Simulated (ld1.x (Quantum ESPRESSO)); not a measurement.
Pseudopotential generation for scandium (Sc): TM, PW91, scalar-relativistic.

scandium, norm-conserving Troullier–Martins (Kleinman–Bylander form), made with ld1.x (Quantum ESPRESSO) 7.5 (PW91, scalar-relativistic). Core [Ne], reference 3s2 3p6 3d1 4s1.75 4p0.25. Waves: 3p (bound): rc 1.85 bohr; 3d (bound): rc 2.15 bohr; 3s (bound): rc 1.20 bohr. Local part: the s channel. Core correction: Bessel-smoothed model core, default radius (core density twice the valence density).

Occupied shells without a wave of their own: 4p, 4s. They enter only through the test configuration that unscreens the potential, and ld1.x also counts them in the model core charge.

All-electron outer shells of the reference configuration (PW91, scalar-relativistic, ld1.x):

| shell | level (eV) | outermost node (bohr) | outermost maximum (bohr) |
| --- | --- | --- | --- |
| 2s | -474.80 | 0.10 | 0.28 |
| 2p | -388.87 | – | 0.23 |
| 3s | -55.39 | 0.42 | 0.92 |
| 3p | -34.00 | 0.39 | 0.97 |
| 4s | -4.41 | 1.33 | 3.10 |
| 3d | -3.59 | – | 1.10 |
| 4p | -1.65 | 1.49 | 4.03 |

(1) Estimate the cutoffs (Ry, on a coarse ladder) from which the occupation-weighted sum of valence levels, in a spherical-Bessel basis at the reference potential, stays within 10 and 1 mRy of its value at 400 Ry.

(2) What does a ghost test show?

(3) Which valence shell sets the plane-wave cutoff?

(4) Tests: 3s2 3p6 3d1 4s2 4p0; 3s2 3p6 3d1 4s1 4p0; 3s2 3p6 3d1 4s0 4p0; 3s2 3p6 3d0 4s2 4p0; 3s2 3p6 3d1 4s0 4p1; 3s2 3p6 3d0 4s2 4p1; 3s2 3p6 3d1 4s1 4p1. Which has the largest error in its energy relative to the reference configuration, and how large is it?

Results:

(1) 90 Ry and 140 Ry.

(2) No extra level below or beside the all-electron valence levels (p, d, s, f tested).

(3) 3s: its level needs 110 Ry to come within 1 mRy, against 50 Ry for 4s.

(4) 3s2 3p6 3d1 4s0 4p0, with -919 meV (all-electron minus pseudo) on +19.04 eV.

ld1.x takes every shell without a wave as core, so the model core holds the 4p, 4s electrons as well and exchange and correlation see them twice. This cancels in the reference configuration, but the file is broken for other ones, and its errors say nothing about a proper core correction.
